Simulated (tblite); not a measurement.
Task: Give a GFN2-xTB geometry of `O[Si]1(O[SiH3])SCSCS1`.

Result: 
Z-matrix in Å and degrees, rows numbered from 1:
```
O 
Si  1  1.6099
O   2  1.6023  1  109.89
Si  3  1.6410  2  149.70  1    16.92
S   2  2.1439  1  111.23  3  -117.86
C   5  1.8279  2   97.86  1  -179.55
S   6  1.8120  5  115.57  2    68.46
C   7  1.8117  6  100.59  5   -76.96
S   8  1.8279  7  115.67  6    76.81
H   1  0.9537  2  120.96  3   179.59
H   4  1.4562  3  107.50  2   -52.57
H   4  1.4601  3  106.54  2    69.28
H   4  1.4615  3  100.59  2  -172.26
H   6  1.0868  5  106.31  2  -174.13
H   6  1.0880  5  108.87  2   -54.87
H   8  1.0868  7  106.10  6  -165.68
H   8  1.0881  7  109.21  6   -46.35
```

Of the pairs four or more bonds apart, H15···H17 is among the closest relative to their van der Waals radii: 2.43 Å, 101 % of the sum of Bondi's values. The 6-membered ring Si2–S5–C6–S7–C8–S9 has internal angles of 97.9° to 115.7°; it is puckered, 0.36 Å rms from its mean plane, widest ring torsion 77°. The 3 O–Si bonds span 1.602 Å (Si2–O3, drawn single) to 1.641 Å (O3–Si4, drawn single), a spread of 0.039 Å. Si4 (oxygen-bound silicon) is distorted tetrahedral (angles from 100.6° to 114.1°).

The geometry is computed with GFN2-xTB (gas phase).

Point group: C1 (no symmetry element, even within 0.4 Å). Its lowest GFN2-xTB frequency is 12 cm⁻¹, too small to tell a flat minimum from a shallow saddle. One conformer, not necessarily the lowest (H–O1–Si2–O3 180°, O1–Si2–O3–Si4 17°, O1–Si2–S5–C6 180°, Si2–S5–C6–S7 68°, S5–C6–S7–C8 -77°, C6–S7–C8–S9 77°). 3 starts were optimised and ended at 0.00, 0.13 and 0.19 kcal/mol (GFN2-xTB); the lowest of these is shown.

The run took 1.1 s on an AMD EPYC 9R45 with one thread, shared host. These figures are those of the optimisation.
